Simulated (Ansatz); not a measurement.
Born–Oppenheimer molecular dynamics of CH$_{3}$FSSi (7 atoms, charge 0, multiplicity 1). It starts at the highest image of a converged band. Of that band: The profile has 2 maxima (images 3, 7) with wells between them (image 5): this band takes more than one step, which may be the mechanism or a detour left from its start path. A structure lower than the last end lies on the path between it and the top, so the climb from that side starts below the end, which may itself be a saddle point or a shallow side well. A vibrational analysis at the climbing image gives one clearly imaginary mode, 1765i cm⁻¹: a first-order saddle point.

Level of theory: UHF/def2-SVP in Ansatz 0.2.0.

```
ensemble                      : NVE (velocity Verlet)
time step                     : 0.5 fs
steps asked                   : 200
starting velocities drawn for : 100 K
seed                          : 9031
```

First frame:

```xyz
7
Properties=species:S:1:pos:R:3
F -1.700 -0.242 0.459
C -0.698 0.185 -0.343
Si 0.909 0.684 0.600
S 0.283 -1.160 -1.034
H -1.113 0.830 -1.110
H 0.754 -0.071 1.878
H 1.627 -0.294 -0.496
```

Q: How far do the bonds stretch over the last three quarters of this one trajectory? (Pairs bonded in most of those frames.)

A: 
```tsv
bond	mean (Å)	spread (Å)	shortest	longest
F1–C2	1.363	0.018	1.34	1.40
C2–Si3	1.937	0.052	1.84	2.02
C2–S4	1.813	0.098	1.68	1.99
C2–H5	1.093	0.006	1.08	1.10
Si3–H6	1.483	0.019	1.46	1.53
Si3–H7	1.502	0.047	1.41	1.58
```

Mean temperature of the second half: 881 K. The conserved energy stayed within 0.13 meV per atom of its start (net change -0.035 meV per atom), so the integration is sound. The system heated up, since it started high on the potential surface and ran downhill. A run of 0.1 ps of so small a system gives no equilibrium averages.

Time of the run: 2.8 min on 2 threads of Arm Neoverse V2, on a shared host, peak memory 0.21 GiB.
